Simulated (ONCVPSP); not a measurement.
## manganese (Mn): one change to an ONCV potential, before and after

Mn, optimised norm-conserving Vanderbilt (ONCV), made with ONCVPSP 4.0.1 (PBE, scalar-relativistic). Core [Ne], reference 3s2 3p6 3d5 4s1.5 (charge +0.5). Waves: 3s+4s: rc 1.25 bohr, ncon 4, nbas 7, qcut 9.8 1/bohr, 2 projectors; 3p: rc 1.20 bohr, ncon 3, nbas 7, qcut 11.7 1/bohr, 2 projectors, debl 0.5 Ha; 3d: rc 2.00 bohr, ncon 4, nbas 9, qcut 8 1/bohr, 3 projectors, debl 0.4 Ha. Local part: polynomial inside 1.10 bohr (lpopt 5, dvloc0 -1 Ha). Core correction: none.

In the p channel the program set the typed energies aside and used -2.151, 0.250 Ha.

Change: s: qcut 6.4; p: qcut 7.6; d: qcut 5.2.

Cutoffs: the cutoffs (Ha) at which the residual kinetic energy of the hardest occupied pseudo-wave falls to 1 and 0.1 mHa per electron; they do not see the model core or the augmentation charge, which bear on the density cutoff. Errors are all-electron minus pseudo energies relative to the spin-unpolarised reference configuration.

Problem. Predict the effect on cutoff, ghosts and configuration errors.

Solution. The potential gets harder (34 Ha and 41 Ha → 72 Ha and 84 Ha); a bound ghost appears in d, which as a rule spoils a file; of the 4 tests that both files solve, the error grows in 3 and shrinks in 0 by more than 15 % and 0.3 meV (median size 0.1 → 0.7 meV).

| quantity | base | changed |
| --- | --- | --- |
| cutoff, loose | 34 Ha | 72 Ha |
| cutoff, tight | 41 Ha | 84 Ha |
| loose cutoff by channel | s 34 Ha, p 29 Ha, d 25 Ha | s 42 Ha, p 27 Ha, d 72 Ha |
| bound ghosts | none | d |
| GHOST(+) flags under 300 eV | none | none |
| error for 3s2 3p6 3d5 4s2, meV [ΔE -3.36 eV] | +0.7 | +0.5 |
| error for 3s2 3p6 3d5 4s1, meV [ΔE 5.06 eV] | +0.1 | -0.9 |
| error for 3s2 3p6 3d5 4s0, meV [ΔE 20.65 eV] | +0.1 | -21 |
| error for 3s2 3p6 3d5 4s1 4p1, meV [ΔE 0.50 eV] | -0.1 | -0.6 |
| s: phases at 1.27 bohr within 0.05 rad from the reference energy up to (Ha; the scan ends near 5) | to the end of the scan | to the end of the scan |
| p: phases at 1.22 bohr within 0.05 rad from the reference energy up to (Ha; the scan ends near 5) | to the end of the scan | to the end of the scan |
| d: phases at 2.03 bohr within 0.05 rad from the reference energy up to (Ha; the scan ends near 5) | to the end of the scan | to the end of the scan |

 A true bound ghost makes a file unfit for plane-wave use even where its test errors are small: the radial tests pick states by their node count and pass the ghost by.
